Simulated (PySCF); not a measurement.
**Deuteron quadrupole couplings in `[SiH3]N[SiH2]N[SiH3]`**

H10N2Si3.
Z-matrix (Å and degrees, PBE0-D3(BJ)/def2-SVP geometry), rows numbered from 1:
```
Si
N   1  1.7409
Si  2  1.7379  1  129.68
N   3  1.7376  2  111.76  1   123.90
Si  4  1.7408  3  129.69  2   125.03
H   1  1.4973  2  111.09  3  -127.98
H   1  1.4974  2  112.90  3   111.84
H   1  1.4917  2  107.54  3    -8.30
H   2  1.0179  1  115.39  3  -177.83
H   3  1.4931  2  104.58  1     1.43
H   3  1.4932  2  112.83  1  -118.57
H   4  1.0180  3  114.92  2   -57.81
H   5  1.4973  4  111.08  3  -128.14
H   5  1.4976  4  112.91  3   111.72
H   5  1.4917  4  107.54  3    -8.44
```

Level: PBE0/pcSseg-1 (PySCF, non-relativistic); Q(2H) = 0.00286 b; rigid geometry, the same for H and D, with no vibrational averaging.

Task: Tabulate Vzz, the asymmetry η and χzz = 234.96 MHz × Q × Vzz for every hydrogen position.

Result: 
| atom | bonded to | bond length (Å) | Vzz (au) | η | χzz (kHz) |
| --- | --- | --- | --- | --- | --- |
| H6 | Si1 | 1.497 | 0.1365 | 0.03 | 92 |
| H7 | Si1 | 1.497 | 0.1361 | 0.03 | 92 |
| H8 | Si1 | 1.492 | 0.1398 | 0.04 | 94 |
| H9 | N2 | 1.018 | 0.4046 | 0.16 | 272 |
| H10 | Si3 | 1.493 | 0.1372 | 0.02 | 92 |
| H11 | Si3 | 1.493 | 0.1371 | 0.02 | 92 |
| H12 | N4 | 1.018 | 0.4042 | 0.16 | 272 |
| H13 | Si5 | 1.497 | 0.1365 | 0.03 | 92 |
| H14 | Si5 | 1.498 | 0.1360 | 0.03 | 91 |
| H15 | Si5 | 1.492 | 0.1398 | 0.04 | 94 |

Task: Average by the element that carries the hydrogen.

Result: on Si: 92 kHz over 8 positions, mean bond length 1.495 Å; on N: 272 kHz over 2 positions, mean bond length 1.018 Å.

Task: Give the 2H NMR doublet splittings at H8 for a magnetic field along the z, y and x axes of the gradient: 3χ/2, 3χ(1 + η)/4, 3χ(1 − η)/4.

Result: With |χ| = 93.9 kHz and η = 0.045: 141, 74 and 67 kHz, to first order and without motion.

Geometry: PBE0-D3(BJ)/def2-SVP, one conformer, isolated molecule. A larger basis could move these couplings by a tenth or more.
